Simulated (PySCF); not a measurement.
# Relaxation of singlet SnCl₂

Computed with BP86 in PySCF with Sn def2-TZVP with ECP28, Cl def2-TZVP; scalar-relativistic core potentials, no spin–orbit coupling; density-fitted integrals. A (50,194) grid was used.

A start displaced from a saddle point along its imaginary mode, of C2v symmetry, held to at least that symmetry:

Coordinates in bohr (charge 0 multiplicity 1):
```
Sn    0.0519   -0.2706    0.0000
Cl   -0.0890    0.4640    4.7513
Cl   -0.0890    0.4640   -4.7513
```

**Question.** What forces act on the atoms at the start (eV/Å)?

**Answer.** 
```
atom     Fx     Fy     Fz
 Sn1   0.10  -0.48   0.00
 Cl2  -0.05   0.24  -0.47
 Cl3  -0.05   0.24   0.47
```

**Question.** What does it relax to?

**Answer.** It ends at C2v with Sn–Cl 2.393 Å (×2); Cl–Sn–Cl 100.1°. No frequency check is given, so it may be a saddle point. Other isomers or separated fragments may lie lower.

**Question.** How much energy is released, and in how many steps?

**Answer.** 99.2 kJ/mol in 7 steps.

The relaxation took about 50 core-seconds on a shared host.
